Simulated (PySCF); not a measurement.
# Stationary points of MoH6

Method: PBE0/[Mo def2-TZVP with ECP28, H def2-TZVP], scalar-relativistic core potentials, density fitting, no spin–orbit coupling, PySCF.

Relaxations began from a few typed shapes. The search is not exhaustive: other isomers or separated fragments can lie lower, and high-lying points may rest on an excited occupation.

(1) Which is the lowest minimum found?
A. singlet C3v: Mo–H 1.628 Å (×3), Mo–H 1.680 Å (×3); H–Mo–H 60.6° (×3), H–Mo–H 63.6° (×3), H–Mo–H 114.7° (×6), H–Mo–H 117.5° (×3)
B. singlet D3h: Mo–H 1.708 Å (×6); H–Mo–H 77.5° (×3), H–Mo–H 85.0° (×6), H–Mo–H 134.1° (×6)

Answers

(1) A. The others lie at 209.7 (singlet D3h, a saddle point) kJ/mol above it.
